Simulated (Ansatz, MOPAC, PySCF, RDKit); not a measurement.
Internal rotation in SMILES C(/N)=C/C=C. Scanned: dihedral C3–C4–N5–H11; all other coordinates were relaxed at B3LYP-D3(BJ)/def2-SVP. Heavy atoms are numbered in the order of the SMILES C=C/C=C\N, hydrogens after them in the order of the atoms that carry them; the mirror image has the same energies with the sign of each dihedral reversed.

Levels: RHF/6-31G* = restricted Hartree-Fock/6-31G*, spherical d // B3LYP-D3(BJ)/def2-SVP run with PySCF; MMFF94 // B3LYP-D3(BJ)/def2-SVP (RDKit); PM7, restricted, heats of formation // B3LYP-D3(BJ)/def2-SVP (MOPAC); CCSD(T)/cc-pVTZ = CCSD(T) on RHF/cc-pVTZ, frozen core // B3LYP-D3(BJ)/def2-SVP (Ansatz, an electronic-structure program).

Energies relative to the lowest point of each profile, in kcal/mol:

```json
[
 {"φ / °": "-165", "RHF/6-31G*": "0.2", "MMFF94": "0.2", "PM7": "0.0"},
 {"φ / °": "-135", "RHF/6-31G*": "0.2", "MMFF94": "0.4", "PM7": "0.8"},
 {"φ / °": "-105", "RHF/6-31G*": "2.4", "MMFF94": "3.2", "PM7": "3.3"},
 {"φ / °": "-75", "RHF/6-31G*": "2.1", "MMFF94": "4.7", "PM7": "5.0"},
 {"φ / °": "-45", "RHF/6-31G*": "0.5", "MMFF94": "1.1", "PM7": "1.7"},
 {"φ / °": "-15", "RHF/6-31G*": "0.0", "MMFF94": "0.0", "PM7": "0.0"},
 {"φ / °": "15", "RHF/6-31G*": "0.0", "MMFF94": "0.0", "PM7": "0.0"},
 {"φ / °": "45", "RHF/6-31G*": "0.5", "MMFF94": "1.1", "PM7": "1.7"},
 {"φ / °": "75", "RHF/6-31G*": "2.1", "MMFF94": "4.7", "PM7": "5.0"},
 {"φ / °": "105", "RHF/6-31G*": "2.4", "MMFF94": "3.2", "PM7": "3.3"},
 {"φ / °": "135", "RHF/6-31G*": "0.2", "MMFF94": "0.4", "PM7": "0.8"},
 {"φ / °": "165", "RHF/6-31G*": "0.2", "MMFF94": "0.2", "PM7": "0.0"}
]
```

Task: Predict the corresponding CCSD(T)/cc-pVTZ column.

Result: -165: 0.3; -135: 0.1; -105: 2.4; -75: 2.2; -45: 0.3; -15: 0.0; 15: 0.0; 45: 0.3; 75: 2.2; 105: 2.4; 135: 0.1; 165: 0.2 (kcal/mol).
